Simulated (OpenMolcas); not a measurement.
F⁵⁺: effect of the level shift or regulariser

```json
{
 "Program": "OpenMolcas 26.06",
 "Basis": "ANO-RCC-VTZP [4s3p2d1f]",
 "Scalar Hamiltonian": "DKH2, point nucleus",
 "Active space": "2 electrons in 4 orbitals (2s 2p)",
 "State averaging": "2S+1 = 3 even, 3 roots; 2S+1 = 1 even, 7 roots (6 in the spin-orbit step); 2S+1 = 3 odd, 3 roots; 2S+1 = 1 odd, 3 roots",
 "Spin-orbit coupling": "RASSI with atomic mean-field integrals over the reference wave functions, term energies averaged over their components"
}
```

Methods on the same reference wave functions:
A. CASSCF
B. SS-CASPT2, IPEA 0.25 Eh, imaginary shift 0.1 Eh (closed shells correlated: 1s)
C. SS-CASPT2, IPEA 0.25 Eh, real shift 0.2 Eh (closed shells correlated: 1s)

Energies in cm-1 above 2s2 1S0, the measured ground level; measured values from Moore, Atomic Energy Levels, vol. I, NSRDS-NBS 35 (1971 reprint of NBS Circular 467, 1949).

```tsv
Level	A	B	C	Measured
2s2 1S0	0.0	0.0	0.0	0.0
2s 2p 3P* 0	97468	96718	96719	
2s 2p 3P* 1	97745	96995	96996	96861
2s 2p 3P* 2	98303	97553	97554	97437
2s 2p 1P* 1	199267	189909	189919	
2p2 3P0	253589	252180	252181	
2p2 3P1	253863	252455	252455	251635
2p2 3P2	254407	252998	252998	252145
```

Deviations, from unrounded energies. A percentage is the sum of absolute deviations over the sum of measured energies, with the sign that they share, or ± where signs differ.

```tsv
Against measurement	Levels	A	B	C
mean absolute deviation (cm-1)	4	1600	480	480
other configurations (%)	4	+0.9	+0.3	+0.3
```

B, C lie about equally close to measurement and A furthest from it. The largest miss of B in the table is 2p2 3P2, by +850 cm-1. The ranking rests on the paired levels alone, and a cruder setting can come out closer through cancelling errors.

Between B and C the level of the table that moves most is 2s 2p 1P* 1, by 9.5 cm-1 (lowest in B, highest in C).

The lowest spin-free term lies below A's lowest term by 0.006 hartree in B, 0.006 hartree in C.

Computed and measured levels are paired by configuration, term and J; levels that our copy of the source lacks, or whose pairing is in doubt (as where it misses far off the trend of its configuration), stay unpaired and out of the deviations. Levels of configurations outside the active space are missing. Levels that lie high or do not pair safely by name in every column are left out.

* marks odd parity.
